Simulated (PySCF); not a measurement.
**Polarisability and C₆ of Cr²⁺ (chromium, charge +2)**

[Ar] 3d4, high-spin 5D determinant. Calculation: PySCF 2.14, in aug-cc-pwCVTZ (10s9p7d4f3g, 127 functions); no relativity, point nucleus. Coupled (time-dependent) response in atomic units; α is the mean over directions.

```csv
method,mean α (bohr³),"α xx, yy, zz",C₆ (like pair),S(−4)
revPBE,4.530,"4.234, 4.234, 5.122",13.59,14.04
```

S(−4) is the Cauchy moment in α(ω) = α(0) + S(−4) ω² + …

α(iu) at revPBE:

| u (hartree) | α(iu) (bohr³) |
| --- | --- |
| 0 | 4.530 |
| 0.0500 | 4.495 |
| 0.100 | 4.397 |
| 0.200 | 4.074 |
| 0.300 | 3.693 |
| 0.500 | 3.020 |
| 0.750 | 2.421 |
| 1.00 | 1.997 |
| 1.50 | 1.432 |
| 2.00 | 1.075 |
| 3.00 | 0.6619 |
| 5.00 | 0.3208 |

A single London oscillator, α(iu) = α/(1 + u²/ω²), gives C₆ = (3/4) ω α². Matching the computed C₆ needs ω = 4 × 13.59 / (3 × 4.530²) = 0.883 hartree.

For an ion, C₆ is the dispersion term alone; charge-induced terms of lower order in 1/R come first.

The components differ because the open shell of this determinant is not spherical; for a pure term their mean is the scalar polarisability.
